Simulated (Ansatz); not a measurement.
One change: `C#[C][Al]([F])[F]` becomes `[F][Al]([F])[F]`.

Ansatz, PBE0-D4/def2-TZVP geometries, multiplicity 1. 

| property | `C#[C][Al]([F])[F]` |
| --- | --- |
| HOMO energy (ωB97M-V/def2-TZVPP) / eV | -11.10 |
| HOMO energy (B3LYP/def2-TZVPP) / eV | -8.56 |
| LUMO energy (PBE/def2-TZVPP) / eV | -2.17 |
| HOMO–LUMO gap (PBE/def2-TZVPP) / eV | 5.41 |
| size of the dipole moment (B3LYP/def2-TZVPP) / D | 2.22 |
| size of the dipole moment (PBE/def2-TZVPP) / D | 2.14 |

**Question.** What does the change do to each property? (Best estimate.)

**Answer.** Computed: 
| property | `[F][Al]([F])[F]` | shift |
| --- | --- | --- |
| HOMO energy (ωB97M-V/def2-TZVPP) / eV | -14.26 | -3.16 |
| HOMO energy (B3LYP/def2-TZVPP) / eV | -11.42 | -2.86 |
| LUMO energy (PBE/def2-TZVPP) / eV | -2.39 | -0.22 |
| HOMO–LUMO gap (PBE/def2-TZVPP) / eV | 7.23 | 1.82 |
| size of the dipole moment (B3LYP/def2-TZVPP) / D | 0.00 | -2.22 |
| size of the dipole moment (PBE/def2-TZVPP) / D | 0.00 | -2.14 |

With PBE0 the HOMO falls by 2.89 eV and the LUMO falls by 0.17 eV, so the gap widens by about 2.72 eV. PBE moves the HOMO by -2.04 eV and ωB97M-V by -3.16 eV.

B3LYP here is the variant with VWN-RPA as its local correlation; programs differ in this.
